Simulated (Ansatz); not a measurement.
Calculated with Ansatz (gas phase, PBE0-D4/def2-TZVP geometries, no zero-point term in ΔE). CCSD(T)/CBS is the MP2 limit (def2-TZVPP, def2-QZVPP) plus CCSD(T) − MP2 in def2-TZVPP, frozen cores. This one scheme is used for every species. DFT in def2-TZVPP. def2 core potentials past Kr. For Sb outer-core shells are correlated without core-valence functions, which leaves a few kJ/mol of doubt a bond. One conformer a species, not always the lowest.

Reaction (β-hydride elimination): `C[O][SbH][CH3]` → `[CH3][SbH2]` + `C=O`

```
        level  ΔE (kJ/mol)
   r2SCAN0-D4        118.0
HF/def2-QZVPP         79.9
```

Q: What does CCSD(T)/CBS give? (An estimate is asked.)

A: The calculation gave: +114.1 kJ/mol. The listed levels differ from it by 3.9, -34.2 kJ/mol.

Largest T1 diagnostic among the species: 0.015.

The D4 term adds +12.8 kJ/mol with B3LYP and +7.0 kJ/mol with PBE0; it sums over pairs of atoms, weighted by their polarisabilities, and B3LYP, whose exchange is more repulsive, gets the larger term. At CCSD(T), def2-SVP lies −43.1 kJ/mol from the extrapolated value and def2-TZVPP −13.9 kJ/mol. Leaving LDA and LC-ωPBE aside and taking each functional with its dispersion term where it has one, the values, not all of them listed here, spread over 20.1 kJ/mol, from BLYP-D4 to r2SCAN0-D4. LDA lies +38.7 kJ/mol from PBE without D4.

CCSD(T)/CBS has its own doubt, a few kJ/mol and more with outer-core shells, so smaller differences from it don't rank the levels.

B3LYP here is the variant with VWN-RPA as its local correlation; programs differ in this.
